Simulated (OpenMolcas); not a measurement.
**Re4+: moving or changing the point charges**

Re4+ among 5 point charges of -2 e arranged as a trigonal bipyramid (D3h), 1.96 Å from the ion, with the axial distance 1.705 Å.

```
Program             : OpenMolcas 26.06
Method              : SS-CASPT2, IPEA 0.25 Eh, imaginary shift 0.1 Eh (closed shells correlated: 4f 5s 5p)
Basis               : ANO-RCC-VDZP [7s6p4d2f1g]
Scalar Hamiltonian  : DKH2, point nucleus
Active space        : 3 electrons in 5 orbitals (5d)
State averaging     : 2S+1 = 4 even, 10 roots; 2S+1 = 2 even, 40 roots
Spin-orbit coupling : RASSI with atomic mean-field integrals over the reference wave functions
```

Runs around this geometry, states (labels of D3, the rotations of D3h). Energies in cm-1 above the lowest state or level, χT in cm3 K/mol.

```tsv
R (Å)	q (e)	Ground state	First state of that spin	First gap with spin-orbit (degeneracies)	χT at 300 K	First state of another spin
1.96	-1	4E	4E 1450	2200 (2, 2)	0.094	2E 13140
1.96	-2	4E	4E 2100	3060 (2, 2)	0.074	2E 10530
2.08	-2	4E	4E 1490	3070 (2, 2)	0.075	2E 10990
```

Taking the first state of the same spin as R^-n, n = -ln(1490 / 2100) / ln(2.08 / 1.96) = 5.8 between the shortest and longest distance.

Scaling the charges by -1 / -2 = 0.50 scales the first state of the same spin by 1450 / 2100 = 0.69; with fixed orbitals a first-order splitting would follow the charge.

Roots that are degenerate in the reference are averaged as groups; the widest CASPT2 spread within a group is 120 cm-1 (the 2-fold group of multiplicity 4 near 2100 cm-1 above the lowest state of its run, R = 1.96, q = -2). Shifts and gaps below about the spread of the groups concerned are not significant. Free-ion shares, where given, are those of the reference states; single-state CASPT2 does not remix them. Spin-orbit coupling mixes the spin-free states strongly: the lowest level takes only 46 % from its leading state, 4E (figures for R = 1.96, q = -1; the like holds for R = 1.96, q = -2, R = 2.08, q = -2). This is an electrostatic model: the charges have no orbitals. No measured value stands beside these numbers.
